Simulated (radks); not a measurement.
Valence configurations of the zirconium ion Zr+ (all share [Kr]). Calculated with a radial shooting solver on a logarithmic mesh with Libxc functionals: Dirac Kohn-Sham, PBE, spin-unpolarised, spherical densities, finite nucleus; open shells fill j = l - 1/2 first; Fermi nuclear charge, rms radius 4.2694 fm. Energies are relative to 4d2 5s1; eigenvalues in eV.

| valence | E (eV) | e(4d3/2) | e(5p1/2) | e(5s1/2) |
|---|---|---|---|---|
| 4d2 5s1 | 0.000 | -10.030 | - | -9.927 |
| 4d3 | 0.330 | -8.177 | - | - |
| 4d1 5s2 | 0.599 | -12.165 | - | -11.038 |
| 4d2.5 5p0.5 | 1.779 | -9.524 | -6.267 | - |
| 4d2 5s0.5 5p0.5 | 1.791 | -10.493 | -6.641 | -10.240 |
| 4d1.5 5s1 5p0.5 | 2.040 | -11.529 | -7.029 | -10.782 |
| 4d2 5p1 | 3.598 | -10.946 | -6.916 | - |
| 4d1 5s1 5p1 | 4.511 | -13.072 | -7.677 | -11.620 |
| 5s2 5p1 | 6.558 | - | -8.446 | -12.723 |
| 5s1 5p2 | 10.866 | - | -8.895 | -13.232 |

NIST lists [Kr] 4d2 5s1 as the ground configuration; this level of theory agrees among the configurations tried. The energies are those of spherical spin-averaged densities, not of single terms.
